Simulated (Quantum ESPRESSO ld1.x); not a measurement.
Tm, configuration [Xe] 4f13 5d2 (not the ground configuration). All-electron calculation, Dirac Kohn-Sham, BLYP, spin-unpolarised, spherical densities, point nucleus; open shells are shared between the two j in proportion to 2j + 1. Program: ld1.x of Quantum ESPRESSO 7.5.

Spin-orbit splittings of the eigenvalues, e(l+1/2) - e(l-1/2), with zeta = 2 splitting/(2l+1) and mean radii in bohr:

| shell | occ. | splitting (eV) | zeta (eV) | <r> j=l-1/2 | <r> j=l+1/2 |
|---|---|---|---|---|---|
| 2p | 6 | 980.6 | 653.7 | 0.07007 | 0.07746 |
| 3p | 6 | ? | ? | 0.2103 | 0.2241 |
| 3d | 10 | 45.25 | 18.10 | 0.1973 | 0.2016 |
| 4p | 6 | 46.79 | 31.19 | 0.5061 | 0.5380 |
| 4d | 10 | 8.512 | 3.405 | 0.5650 | 0.5763 |
| 4f | 13 | 1.195 | 0.3414 | 0.8032 | 0.8317 |
| 5p | 6 | 5.668 | 3.779 | 1.400 | 1.521 |
| 5d | 2 | 0.1466 | 0.05866 | 4.096 | 4.490 |

Estimate the 3p splitting.

Answer. 207.0 eV (zeta = 138.0 eV).
